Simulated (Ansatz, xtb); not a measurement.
**A geometry optimisation of F2GeH3In with r2SCAN-D4/def2-SVP**

The starting geometry of this gas-phase singlet has its atoms placed at random.

```xyz
7

F     0.6382    1.1132    0.1530
F    -1.0725    1.2454   -0.7184
Ge    0.4760    0.0292    1.7476
In    0.6117   -0.6360   -1.4819
H    -0.2249    1.2229   -1.1447
H    -0.3227    0.0387    0.4641
H    -0.0904    1.4892    0.5408
```

Q: Guess where an optimisation with r2SCAN-D4/def2-SVP ends from this start.

A: It loosens into FGeH2In + FH, which stay close as a complex. Distances that change by over a tenth: F1–In4 (2.39 → 2.79 Å), In4–H5 (2.07 → 2.40 Å). Contacts that open: F1–Ge3 (1.93 → 2.39 Å). Contacts that close: Ge3–In4 (3.30 → 2.74 Å).

The energy falls by 5.71 eV over 17 steps:

```tsv
step	E − E(last) (eV)
1	5.712
3	1.199
5	0.437
6	0.269
8	0.161
10	0.025
12	0.004
13	0.003
15	0.000
17	0.000
```

Final geometry (Å):

```
atom    x (Å)    y (Å)    z (Å)
   F   0.7010   1.5308   0.6471
   F  -0.9920   1.9350  -1.1049
  Ge   0.9252  -0.6425   1.6193
  In   0.6919  -0.6391  -1.1098
   H  -0.6391   1.2620  -1.7166
   H  -0.6325  -0.7349   1.1473
   H  -0.0391   1.7914   0.0780
```

From the same start GFN2-xTB ends elsewhere, in pieces: FGeH + FIn + H2.

From so rough a start the end depends on the optimiser's path, so another program may land elsewhere. The end wasn't checked by frequencies. Atoms past krypton carry core potentials, without spin–orbit terms. Run with Ansatz 0.2.0, 84 s on 1 thread of Intel(R) Xeon(R) Platinum 8259CL CPU @ 2.50GHz (Skylake/Cascade Lake) (shared host).
